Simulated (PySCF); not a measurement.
How methods differ on the excitation energy of Be

Be [He] 2s2 (1S) → Be [He] 2s1 3s1 (3S), as a difference of total energies. Computed with PySCF 2.14 in dyall-acv3z, with the spin-free X2C one-electron Hamiltonian (Gaussian nucleus). Correlated levels: valence: 1s2 frozen; valence and next inner shell: nothing frozen; virtual orbitals above 40 to 60 times the deepest correlated orbital energy dropped. The calculations carry no spin-orbit coupling.

```tsv
method	excitation energy (eV)	error (eV)
UHF	5.324	-1.133
LDA	6.062	-0.395
PBE	6.009	-0.448
PBE0	6.012	-0.445
r2SCAN	5.949	-0.508
PW91	6.048	-0.409
LC-wPBE	6.133	-0.324
BHandHLYP	6.183	-0.274
BLYP	6.152	-0.305
MP2 (valence)	6.064	-0.393
SCS-MP2 (valence)	6.259	-0.198
MP2 (valence and next inner shell)	6.092	-0.365
SCS-MP2 (valence and next inner shell)	6.282	-0.175
```

Reference: 6.457 eV (measured; NIST levels).

Errors of the correlated levels include the incompleteness of this basis and the frozen core.
